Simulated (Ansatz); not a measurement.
The cluster Pt₃H₄, relaxed as a singlet with RKS PBE0-D4/def2-TZVP in Ansatz, starting from the GFN2-xTB geometry. Force threshold 0.02 eV/Å.

In the def2 sets Pt takes a core potential; there is no spin–orbit coupling. The restricted singlet is unstable towards broken spin symmetry in Hartree–Fock (as tested in another run); at PBE0-D4/def2-TZVP this wasn't settled. Another isomer (singlet) lies 0.23 eV lower at PBE0-D4/def2-TZVP; other spin states weren't run for this one.

Start:

Cartesian coordinates in Å:
```
Pt 1.6752 -0.1117 0.3445
Pt -0.6175 -1.0272 -0.5077
Pt -0.4220 1.1984 0.3337
H -1.8002 1.8522 0.2504
H 1.7657 -1.5391 -0.1577
H -1.6780 -1.9349 -1.0766
H 1.0767 1.5622 0.8134
```

Estimate the energy that the relaxation releases and the steps that it takes.

189.5 kJ/mol, in 13 steps; 39 s on 4 threads of Arm Neoverse V1 on a shared host. No frequencies were taken in this run, so the end may be a saddle point.

Does the start keep its bonding and symmetry?

Bonds formed: Pt2–H5 (atoms count from 1). Point group Cs at the start, Cs at the end, both within 0.05 Å.

Predict the relaxed structure.


```xyz
7

Pt    1.887   -0.162    0.883
Pt   -0.359   -1.228   -0.248
Pt   -0.533    1.059    0.541
H    -1.936    1.508    0.025
H     1.409   -0.917   -0.466
H    -1.715   -1.447   -0.990
H     1.247    1.186    0.255
```
Bond lengths (bridged metal pairs left out): 1 × Pt–Pt 2.43 Å; 6 × H–Pt 1.56 to 1.81 Å.
